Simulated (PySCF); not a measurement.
Species: C₆H₆O₂Si.
Geometry (GFN2-xTB, Å), atoms numbered from 1 in this order:
```
atom  x, y, z in Å
O1     3.9194   -1.4417   -0.0953
C2     3.3922   -0.3618   -0.2058
O3     4.0870    0.7714   -0.4152
C4     1.9842   -0.1364   -0.1319
C5     0.7809   -0.0161   -0.0593
C6    -0.6019    0.0589    0.0338
C7    -1.4200    1.1265   -0.0556
C8    -2.8063    0.5829    0.1272
Si9   -2.0297   -1.1764    0.3180
H10    5.0340    0.5671   -0.4580
H11   -1.1613    2.1614   -0.2222
H12   -3.4487    0.7603   -0.7353
H13   -3.3157    1.0046    0.9937
H14   -2.1183   -1.7735    1.6468
H15   -2.3003   -2.1191   -0.7627
```

Method used: TDDFT CAM-B3LYP/def2-SVPD, vertical, gas phase, core orbitals frozen in the response (PySCF 2.14.0, density-fitted response routines).

Transition dipole moments from the ground state, in atomic units and in the frame of the coordinates above (overall signs are arbitrary), for the states with f of 0.002 or more among the lowest 8:

| state | E (hartree) | μx | μy | μz |
| --- | --- | --- | --- | --- |
| S2 | 0.1782 | 1.737 | -0.572 | -0.050 |
| S8 | 0.2513 | 0.870 | -0.240 | -0.031 |

(1) What oscillator strength does each state have?

(2) The point group is Cs. Which irreducible representation does each state belong to?

(3) What angle do the transition dipoles of S2 and S8 make?

(4) How is the summed strength of these states shared among x, y and z?

(5) What peak molar absorption coefficient would the strongest computed level give as a lone Gaussian band 0.5 eV wide at half height?

Answers

(1) f = (2/3) ΔE |μ|² with ΔE in hartree (27.2114 eV).

```tsv
state	|μ|² (au)	|μ| (D)	f
S2	3.345	4.65	0.398
S8	0.816	2.30	0.137
```

(2) Polarised in the mirror plane, so A′: S2 and S8.

(3) |cos θ| = |μa·μb| / (|μa| |μb|) = 1.00, so θ ≈ 3° (taken between 0 and 90°, since the signs are arbitrary).

(4) (2/3) Σ ΔE μα² gives 0.485 for x, 0.048 for y and 0.000 for z, 0.534 in all.

(5) ε(max) = 2.175×10⁸ f / FWHM, with the width in cm⁻¹. S2: 2.175×10⁸ × 0.3975 / 4033 ≈ 21000 L mol⁻¹ cm⁻¹.

Hardware: one thread of an Arm Neoverse N1, on a shared host. Cost: 1.9 min wall, 1.1 GiB resident at most.

One conformer stands for the species.
